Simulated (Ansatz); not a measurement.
Gas-phase electronic energies from Ansatz, PBE0-D4/def2-TZVP geometries. CBS: MP2 limit from def2 TZ/QZ plus the TZ coupled-cluster correction, frozen cores. This one scheme is used for every species. DFT in def2-TZVPP. For Br outer-core shells are correlated without core-valence functions, which leaves a few kJ/mol of doubt a bond. Scalar relativity is left out up to krypton. Each species was taken in one conformer, which may not be the lowest.

`BO[Si](F)(F)Br` + H₂ → `F[SiH](F)Br` + `BO`  (hydrogenolysis of the Si–O bond)

(1) Is it downhill or uphill in electronic energy at CCSD(T)/CBS, and by how much? (An estimate is asked.)

(2) What do these levels give: B97M-V, r2SCANh-D4, LC-ωPBE, MP2/def2-SVP, CCSD(T)/def2-SVP, CCSD/CBS(def2)? (An estimate is asked.)

Largest T1 diagnostic among the species: 0.014.

## Answers

(1) Computed: Uphill: ΔE = +82.6 kJ/mol.

(2) Computed: B97M-V 83.4, r2SCANh-D4 84.0, LC-ωPBE 69.8, MP2/def2-SVP 64.5, CCSD(T)/def2-SVP 58.2, CCSD/CBS(def2) 81.2 kJ/mol.

From PBE to PBE0 (25 % exact exchange), in def2-TZVPP and without D4, ΔE moves by +5.4 kJ/mol. Leaving LDA and LC-ωPBE aside and taking each functional with its dispersion term where it has one, the values, not all of them listed here, spread over 17.6 kJ/mol, from PBE-D4 to BHLYP-D4. LDA lies +10.4 kJ/mol from PBE without D4.
